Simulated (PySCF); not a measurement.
lithium atom (Li), doublet; PySCF with PBE/cc-pVTZ.

Input for PySCF:
```python
from pyscf import gto, scf, dft

mol = gto.Mole()
mol.atom = '''
    Li    0.000000    0.000000    0.000000
'''
mol.basis = 'cc-pvtz'
mol.charge = 0
mol.spin = 1
mol.verbose = 4
mol.build()

mf = dft.UKS(mol)
mf.xc = 'pbe'
mf.kernel()
```

Output, abridged:

```
PySCF version 2.14.0

[INPUT] verbose = 4
[INPUT] num. atoms = 1
[INPUT] num. electrons = 3
[INPUT] charge = 0
[INPUT] spin (= nelec alpha-beta = 2S) = 1
[INPUT] symmetry False subgroup None
[INPUT] Mole.unit = angstrom
[INPUT] Symbol           X                Y                Z      unit          X                Y                Z       unit  Magmom
[INPUT]  1 Li     0.000000000000   0.000000000000   0.000000000000 AA    0.000000000000   0.000000000000   0.000000000000 Bohr   0.0

nuclear repulsion = 0
number of shells = 9
number of NR pGTOs = 43
number of NR cGTOs = 30
basis = cc-pvtz
ecp = {}

******** <class 'pyscf.dft.uks.UKS'> ********
method = UKS
initial guess = minao
damping factor = 0
level_shift factor = 0
DIIS = <class 'pyscf.scf.diis.CDIIS'>
diis_start_cycle = 1
diis_space = 8
diis_damp = 0
SCF conv_tol = 1e-09
SCF conv_tol_grad = None
SCF max_cycles = 50
direct_scf = True
direct_scf_tol = 1e-13
number electrons alpha = 2  beta = 1
XC library pyscf.dft.libxc version 7.1.2
    S. Lehtola, C. Steigemann, M. J. T. Oliveira, and M. A. L. Marques,  SoftwareX 7, 1–5 (2018)
XC functionals = pbe
    J. P. Perdew, K. Burke, and M. Ernzerhof,  Phys. Rev. Lett. 77, 3865 (1996)
    J. P. Perdew, K. Burke, and M. Ernzerhof,  Phys. Rev. Lett. 78, 1396 (1997)
    J. P. Perdew, K. Burke, and M. Ernzerhof,  Phys. Rev. Lett. 77, 3865 (1996)
    J. P. Perdew, K. Burke, and M. Ernzerhof,  Phys. Rev. Lett. 78, 1396 (1997)
radial grids:
    Treutler-Ahlrichs [JCP 102, 346 (1995); DOI:10.1063/1.469408] (M4) radial grids

becke partition: Becke, JCP 88, 2547 (1988); DOI:10.1063/1.454033
pruning grids: <function nwchem_prune>
grids dens level: 3
symmetrized grids: False
atomic radii adjust function: <function treutler_atomic_radii_adjust>
small_rho_cutoff = 0
Set gradient conv threshold to 3.16228e-05
tot grids = 13728
init E= -7.44828903183924

cycle= 1 E= -7.46071524332415  delta_E= -0.0124  |g|= 0.012  |ddm|= 0.474
cycle= 2 E= -7.46094636424795  delta_E= -0.000231  |g|= 0.00331  |ddm|= 0.118
cycle= 3 E= -7.46094921790069  delta_E= -2.85e-06  |g|= 0.00021  |ddm|= 0.0086
cycle= 4 E= -7.4609492388047  delta_E= -2.09e-08  |g|= 1.69e-05  |ddm|= 0.00116
cycle= 5 E= -7.46094923889796  delta_E= -9.33e-11  |g|= 3.32e-07  |ddm|= 4.97e-05
Extra cycle  E= -7.460949238898  delta_E= -3.38e-14  |g|= 4.95e-08  |ddm|= 1.05e-06
converged SCF energy = -7.460949238898  <S^2> = 0.75000043  2S+1 = 2.0000004
```
